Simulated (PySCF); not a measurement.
PySCF job for F4Se, SMILES F[Se+](F)(F)F, charge +1, multiplicity 2, PBE0-D3(BJ)/def2-SVP. Geometry optimised at PBE0-D3(BJ)/def2-SVP.

```python
import numpy as np
from pyscf import gto, scf, dft, df
from pyscf.hessian import thermo

mol = gto.M(
    atom='''
    Se   -0.00000000    0.00000000   -0.20510288
    F    -0.00000000   -1.71792443   -0.46985390
    F    -0.00000001    1.71792442   -0.46985391
    F     1.28048124    0.00000001    0.85727045
    F    -1.28048122    0.00000000    0.85727047
    ''',
    basis='def2-SVP',
    charge=1,
    spin=1,
    max_memory=1600,
    verbose=3,
)
mf = dft.UKS(mol, xc='pbe0').density_fit(auxbasis='def2-universal-jkfit')
mf.disp = 'd3bj'
mf.grids.level = 3
mf.conv_tol = 1e-11
mf.max_cycle = 100
mf.kernel()
fine, coarse = mf.grids, dft.Grids(mol).set(level=1).build(with_non0tab=True)
for _ in range(3):  # follow internal instabilities
    mf.grids = coarse
    mo, _, stable, _ = mf.stability(return_status=True, nroots=4)
    mf.grids = fine
    if stable:
        break
    mf.kernel(mf.make_rdm1(mo, mf.mo_occ))

# [left out here: the lines that compute and print the analytic Hessian (its translational invariance restored by hand, since the grid's response is missing), thermochemistry and intensities]
```

Log of the run:

```

WARN: HOMO -0.312173439586282 >= LUMO -0.312173439586299

converged SCF energy = -2799.15177165633  <S^2> = 0.75930434  2S+1 = 2.0092828
<class 'pyscf.df.df_jk.DFUKS'> wavefunction is stable in the internal stability analysis

WARN: DFTD3 does not support analytical Hessian, using finite difference


WARN: Mole.unit (angstrom) is changed to Bohr

Mode                                 0                   1                   2
Irrep
Freq [cm^-1]                      191.2843            192.6657            285.1067
Reduced mass [au]                  19.4638             23.0468             18.9984
Force const [Dyne/A]                0.4196              0.5040              0.9099
Char temp [K]                     275.2155            277.2030            410.2050
Normal mode                   x     y     z       x     y     z       x     y     z
       0  Se                 0.00  0.00 -0.02    0.05  0.00  0.00    0.00  0.00 -0.00
       1   F                -0.00 -0.02  0.12   -0.13  0.00 -0.00    0.10  0.00  0.00
       2   F                -0.00  0.02  0.12   -0.13 -0.00 -0.00   -0.10  0.00 -0.00
       3   F                 0.05 -0.00 -0.08    0.02  0.00  0.04    0.00 -0.13  0.00
       4   F                -0.05 -0.00 -0.08    0.02 -0.00 -0.04    0.00  0.13 -0.00
Mode                                 3                   4                   5
Irrep
Freq [cm^-1]                      317.6639            336.8993            568.8092
Reduced mass [au]                  23.9678             20.9001             25.8944
Force const [Dyne/A]                1.4250              1.3977              4.9362
Char temp [K]                     457.0476            484.7231            818.3898
Normal mode                   x     y     z       x     y     z       x     y     z
       0  Se                 0.00  0.00 -0.06    0.00 -0.04 -0.00    0.00 -0.07  0.00
       1   F                -0.00 -0.02  0.06    0.00 -0.04 -0.08   -0.00  0.13  0.01
       2   F                -0.00  0.02  0.06   -0.00 -0.04  0.08    0.00  0.13 -0.01
       3   F                -0.11 -0.00  0.06   -0.00  0.12  0.00    0.00  0.01  0.00
       4   F                 0.11 -0.00  0.06    0.00  0.12  0.00   -0.00  0.01  0.00
Mode                                 6                   7                   8
Irrep
Freq [cm^-1]                      600.9883            804.9822            818.2112
Reduced mass [au]                  19.1131             21.9678             23.0075
Force const [Dyne/A]                4.0674              8.3871              9.0751
Char temp [K]                     864.6884           1158.1902           1177.2238
Normal mode                   x     y     z       x     y     z       x     y     z
       0  Se                -0.00  0.00  0.01    0.00  0.00  0.05    0.05  0.00 -0.00
       1   F                 0.00 -0.16 -0.02   -0.00  0.00 -0.00   -0.00 -0.00  0.00
       2   F                 0.00  0.16 -0.02   -0.00 -0.00 -0.00   -0.00  0.00  0.00
       3   F                 0.01  0.00  0.00   -0.11 -0.00 -0.10   -0.11 -0.00 -0.09
       4   F                -0.01  0.00  0.00    0.11 -0.00 -0.10   -0.11  0.00  0.09
temperature 298.1500 [K]
pressure 101325.00 [Pa]
Rotational constants [GHz] 4.95852 3.33014 2.89716
Symmetry number 2
Zero-point energy (ZPE) 0.00938 [Eh]   24622.800 [J/mol]
                           tot       elec      trans        rot        vib
Entropy [J/mol/K]       322.812      5.763    171.643    104.319     41.086
Cv [J/mol/K]             75.306      0.000     12.472     12.472     50.363
Cp [J/mol/K]             83.621      0.000     20.786     12.472     50.363
Internal energy [J/mol]                      3718.434   3718.434  32100.616
Internal energy [Eh]   -2799.13671  -2799.15177
Enthalpy [J/mol]                             6197.391   3718.434  32100.616
Enthalpy [Eh]          -2799.13577
Gibbs free energy [J/mol]                  -44977.972 -27384.421  19850.719
Gibbs free energy [Eh] -2799.17243
mode   freq/cm-1   IR/(km/mol)
   1      191.28         1.079
   2      192.67        10.577
   3      285.11         0.000
   4      317.66        24.514
   5      336.90        15.210
   6      568.81        34.001
   7      600.99         2.913
   8      804.98        40.853
   9      818.21        71.839
max |gradient| / (hartree/bohr): 0.0002031835015018078
APT charges: [ 2.0566 -0.1752 -0.1752 -0.353  -0.353 ]
```

Self-consistency was reached.

Cost: roughly 70 core-seconds.
